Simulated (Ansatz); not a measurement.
Mulliken charges of CH$_{4}$FO$_{2}$V (`[CH3][V](=[O])([OH])[F]`) from ωB97M-V/def2-TZVPP in Ansatz (PBE0-D4/def2-TZVP geometry).

| atom | x (Å) | y (Å) | z (Å) | charge (e) |
| --- | --- | --- | --- | --- |
| C1 | -0.304 | -0.647 | -1.001 | -0.474 |
| V2 | 0.614 | 0.365 | 0.460 | 1.020 |
| O3 | 1.867 | -0.494 | 0.778 | -0.410 |
| O4 | -0.479 | 0.322 | 1.836 | -0.397 |
| F5 | 0.983 | 1.932 | -0.180 | -0.357 |
| H6 | -0.515 | -1.664 | -0.670 | 0.151 |
| H7 | 0.379 | -0.665 | -1.854 | 0.149 |
| H8 | -1.227 | -0.121 | -1.259 | 0.133 |
| H9 | -1.228 | 0.926 | 1.874 | 0.185 |

Question: By hand: the dipole of these point charges (1 e Å = 4.8032 D).

Answer: Σ q r = (-0.568, -0.131, -0.238) e Å, of length 0.630 e Å = 3.03 D.

Question: How does the dipole of the full density compare? (Estimate.)

Answer: The calculation gave: (-0.590, 0.076, -0.136) e Å, 2.93 D; the point charges give 1.03 times that, at 21° from its direction.

Point charges leave out the atoms' own dipoles, such as those of lone pairs, and Mulliken's split depends on the basis, so the two needn't agree.
